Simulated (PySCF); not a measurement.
**SnGe at UHF-SCS-MP2**

Level: UHF-SCS-MP2. basis Sn def2-SVP with ECP28, Ge def2-SVP; scalar-relativistic core potentials; PySCF 2.14.

* state: ³Σ⁻ (triplet), unpaired electrons π ↑↑
* bond length: 2.576 Å
* harmonic wavenumber: 245 cm⁻¹
* force constant: 1.62 mdyn/Å
* rotational constant Be: 0.05555 cm⁻¹
* anharmonicity ωexe: 0.457 cm⁻¹
* vibration–rotation constant αe: 0.000154 cm⁻¹
* well depth De to Sn + Ge: 1.91 eV
* dissociation energy D0: 1.90 eV

Correlated steps freeze 13 core orbitals. Correlated levels converge slowly with the basis: in double zeta they bind strong bonds too weakly, by up to about 1 eV, and carry superposition errors of some tenths. Spin–orbit coupling is left out, which matters for elements this heavy, above all for dissociation energies. The state is the lowest determinant that a PBE0 search found; another state may lie lower at other levels.
